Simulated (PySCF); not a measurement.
Compound: 2,5-dichloro-1,4-benzoquinone, C6H2Cl2O2.
Bonds: O1–C2 (double), C2–C3, C3–C4 (double), C4–Cl5, C4–C6, C6–O7 (double), C6–C8, C8–C9 (double), C9–Cl10, C2–C9. Hydrogens: H11 on C3; H12 on C8.

Linear response at CAM-B3LYP/def2-SVPD (PySCF, frozen core in the response, non-relativistic). Isolated species at its PBE0-D3(BJ)/def2-SVP geometry, gas phase.

Static isotropic polarisability: 105.23 au (15.59 Å³), principal values 58.6, 100.7, 156.3 au.

Q: What is the polarisability at 1064 nm and at the sodium D line?

A: 106.81 au at 1064 nm (+1.5 %), 110.90 au at 589.3 nm (+5.4 %). The rise at 589.3 nm is 3.58 times that at 1064 nm; a pure ω² law gives 3.26. The lowest singlet lies at 403 nm, shorter than both wavelengths.

Q: What is the isotropic C6 coefficient between two such molecules, C6 = (3/π)∫α(iω)² dω?

A: 4083 au (Eh·bohr⁶) by a ten-point quadrature over imaginary frequencies, which is 2440 eV·Å⁶ or 235 J·nm⁶/mol.

Q: Which effective excitation energy ω̄ makes London's formula C6 = (3/4)α²ω̄ exact here?

A: ω̄ = 4·C6/(3α²) = 0.492 Eh = 13.4 eV. A one-pole form α(ω) = α/(1 − ω²/ω̄²) fitted to the 1064 nm value gives 9.6 eV.

Q: How many electrons N does the Slater–Kirkwood formula C6 = (3/4)·√N·α^(3/2) need to give this C6?

A: N = (4·C6/3)²/α³ = 25.4; the species has 88 electrons in all.

Q: The lowest 6 singlets have (eV, f): 3.08, 0.000; 3.29, 0.000; 3.53, 0.000; 4.73, 0.324; 5.08, 0.000; 5.10, 0.000. What share of the static polarisability do they carry in the sum over states α = Σ f/ω²?

A: 10.74 au, 10.2 % of α; the largest term, 10.74 au, is that of the state at 4.73 eV. Their oscillator strengths add up to 0.32. Higher states carry the rest.

Q: What does −C6/R⁶ come to at R = 12 Å between centres?

A: -79 J/mol. This is the leading, orientation-averaged term; C8 and higher terms are left out.

Q: What molar refraction at the D line follows from R = (4π/3)·N_A·α′, with α′ the polarisability volume?

A: α′ = 16.43 Å³ gives R = 41.45 cm³/mol, for isolated, non-vibrating species.
